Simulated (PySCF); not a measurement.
GeOCl₂, SMILES [O]=[Ge]([Cl])[Cl]. Atoms are numbered in the order given.

```xyz
4

Ge     0.0000     0.0000     0.4069
O      0.0000     0.0000     2.0299
Cl     0.0000     1.7008    -0.8606
Cl     0.0000    -1.7008    -0.8606
```
Charge 0, spin multiplicity 1.

Geometry: PBE0-D3(BJ)/def2-SVP.

Two levels are set side by side: PBE/pcSseg-2 (PySCF) and KT2/pcSseg-2 (PySCF). GIAO shifts against GeH4 (⁷³Ge), H2O (¹⁷O), HCl (³⁵Cl) at the same level; non-relativistic, no solvent, atoms listed together averaged. Without spin–orbit terms, shifts of atoms bonded to Cl or Br come out too high at both levels. Differences are taken from unrounded values.

```tsv
quantity	KT2
δ(⁷³Ge) of Ge1 (ppm)	356.1
δ(¹⁷O) of O2 (ppm)	506.5
δ(³⁵Cl) of Cl3, Cl4 (ppm)	325.5
```

Task: What does PBE give, and how far is it from KT2? (An estimate is asked for; the answer gives what the named calculation found.)

Result: 
```tsv
quantity	PBE	PBE minus KT2
δ(⁷³Ge) of Ge1 (ppm)	364.2	8.1
δ(¹⁷O) of O2 (ppm)	511.6	5.1
δ(³⁵Cl) of Cl3, Cl4 (ppm)	337.4	12.0
```

Rough cost on one machine, each run with all the roots and properties that it gave: KT2 against PBE within a factor of 2.
